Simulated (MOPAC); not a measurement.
MOPAC input (AM1):

```
AM1 PRECISE GNORM=0.05 LET XYZ CHARGE=-1 GEO-OK AUX(PRECISION=9) THREADS=1
C3H7Si

C    -2.15981200 1    0.73280800 1   -0.13406400 1
C    -1.28937500 1   -0.15323500 1    0.37829600 1
C    -0.14420800 1   -0.74264900 1   -0.44118500 1
Si    1.44674900 1    0.12106000 1    0.02599300 1
H    -2.88126500 1    1.03651800 1    0.65544400 1
H    -1.26814100 1   -0.51685100 1    1.42476000 1
H    -0.02924400 1   -1.82731300 1   -0.30039500 1
H    -0.34555900 1   -0.55464700 1   -1.50104500 1
H     2.68591000 1   -0.46749300 1   -0.59785400 1
H     1.44380800 1    1.55611100 1   -0.35843100 1
H     1.70037900 1    0.05729600 1    1.49533700 1
```

From the output:

```
                                                       MOPAC v23.2.5 Linux

          FINAL HEAT OF FORMATION =         52.52930 KCAL/MOL =     219.78260 KJ/MOL

          COSMO AREA              =        126.66 SQUARE ANGSTROMS
          COSMO VOLUME            =        117.57 CUBIC ANGSTROMS

          GRADIENT NORM           =          0.02911          =       0.00878 PER ATOM
          IONIZATION POTENTIAL    =          1.358992 EV
          HOMO LUMO ENERGIES (EV) =         -1.359  5.502
          NO. OF FILLED LEVELS    =         12
          MOLECULAR WEIGHT        =         71.1738         POINT GROUP:  C1

          MOLECULAR DIMENSIONS (Angstroms)

            Atom       Atom       Distance
            H     9    H     5     5.86300
            H     7    H    10     3.63188
            H    11    H     8     3.28423

          SCF CALCULATIONS        =         53

   ATOM   CHEMICAL          X               Y               Z
  NUMBER   SYMBOL      (ANGSTROMS)     (ANGSTROMS)     (ANGSTROMS)

     1       C         -2.18360379  *   0.63833911  *  -0.11967857  *
     2       C         -1.19821630  *  -0.10509662  *   0.37496816  *
     3       C         -0.13595617  *  -0.69874330  *  -0.46296739  *
     4      Si          1.40495557  *   0.10715658  *   0.04463790  *
     5       H         -2.94419111  *   1.04150845  *   0.56696049  *
     6       H         -1.07964768  *  -0.37806465  *   1.44863719  *
     7       H         -0.08298766  *  -1.80705172  *  -0.31366169  *
     8       H         -0.36167274  *  -0.52535708  *  -1.54368905  *
     9       H          2.59796155  *  -0.48756117  *  -0.58247954  *
    10       H          1.47600040  *   1.52794935  *  -0.30324510  *
    11       H          1.66000101  *  -0.00603863  *   1.48389456  *

                             CARTESIAN COORDINATES

   1    C       -2.183603786     0.638339106    -0.119678574
   2    C       -1.198216301    -0.105096620     0.374968156
   3    C       -0.135956172    -0.698743299    -0.462967390
   4   Si        1.404955569     0.107156577     0.044637897
   5    H       -2.944191112     1.041508450     0.566960494
   6    H       -1.079647685    -0.378064648     1.448637190
   7    H       -0.082987656    -1.807051717    -0.313661690
   8    H       -0.361672740    -0.525357077    -1.543689049
   9    H        2.597961546    -0.487561172    -0.582479543
  10    H        1.476000398     1.527949353    -0.303245098
  11    H        1.660001015    -0.006038627     1.483894557

           Empirical Formula: C3 H7 Si  =    11 atoms

      MOLECULAR POINT GROUP   :   C1

                  EIGENVALUES
 -28.38498 -20.87035 -13.28475 -11.91349 -10.18189  -8.44712  -8.12630  -7.67192
  -7.02613  -6.24029  -3.06688  -1.35899   5.50223   5.63920   5.88759   6.68224
   8.59492   9.26254   9.62691  10.52044  10.80024  12.05338  13.32694

              NET ATOMIC CHARGES AND DIPOLE CONTRIBUTIONS

  ATOM NO.   TYPE          CHARGE      No. of ELECS.   s-Pop       p-Pop
    1          C          -0.502551        4.5026     1.51177     2.99078
    2          C          -0.360415        4.3604     1.21311     3.14731
    3          C          -0.337552        4.3376     1.23563     3.10193
    4         Si           0.827616        3.1724     0.84814     2.32424
    5          H          -0.016944        1.0169     1.01694
    6          H          -0.018637        1.0186     1.01864
    7          H           0.030327        0.9697     0.96967
    8          H           0.084830        0.9152     0.91517
    9          H          -0.269086        1.2691     1.26909
   10          H          -0.210888        1.2109     1.21089
   11          H          -0.226700        1.2267     1.22670
 DIPOLE           X         Y         Z       TOTAL
 POINT-CHG.     6.565    -1.213    -0.871     6.732
 HYBRID         0.149    -0.606     1.760     1.868
 SUM            6.714    -1.819     0.890     7.013

          ATOMIC ORBITAL ELECTRON POPULATIONS

     Atom    s        px        py        pz
    1  C   1.51177   0.79620   0.75317   1.44140
    2  C   1.21311   1.05738   1.19065   0.89927
    3  C   1.23563   1.07609   0.98701   1.03882
    4 Si   0.84814   0.75189   0.79833   0.77402
    5  H   1.01694
    6  H   1.01864
    7  H   0.96967
    8  H   0.91517
    9  H   1.26909
   10  H   1.21089
   11  H   1.22670

 **********************
 *                    *
 * JOB ENDED NORMALLY *
 *                    *
 **********************

 == MOPAC DONE ==
```

The dipole moment of an ion depends on the origin.

The geometry given is a B3LYP-D3(BJ)/def2-TZVP minimum.
